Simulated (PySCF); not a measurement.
## Bi (bismuth, neutral) across methods

[Xe] 4f14 5d10 6s1 6p4, high-spin 4P determinant (an excited configuration). Calculation: PySCF 2.14, in aug-cc-pVQZ-PP with one added diffuse shell each of s, p, d, f, g type with ECP60MDF (8s8p6d4f3g, 117 functions); a scalar-relativistic core potential.

```
method  E (hartree)  mean ε 6s α (eV)  mean ε 6p α (eV)  mean ε 6p β (eV)  Σ⟨r²⟩ (bohr²)   ⟨S²⟩
   PBE    -214.2746           -16.113            -5.912            -4.338          70.63  3.757
revPBE    -214.3321           -16.081            -5.894            -4.275          70.64  3.759
  MN15    -213.8189           -19.287            -7.568            -5.571          70.44  3.758
   LDA    -213.9554           -16.329            -6.007            -4.517          70.50  3.755
   UHF   -213.25460           -23.082            -9.817            -5.594          72.38  3.803
  PBE0    -214.2583           -18.022            -6.998            -4.934          70.41  3.761
r2SCAN    -214.3595           -16.975            -6.351            -4.336          70.25  3.770
```

(1) Estimate the same row for LC-wPBE.

Energies and moments cover only the electrons outside the core potential. Spin-orbit coupling is strong in this species (close to jj coupling), so the high-spin LS determinant is a model state, not a physical level.

Answers

(1) E (hartree) = -214.2897; mean ε 6s α (eV) = -21.487; mean ε 6p α (eV) = -9.507; mean ε 6p β (eV) = -6.940; Σ⟨r²⟩ (bohr²) = 69.79; ⟨S²⟩ = 3.762.
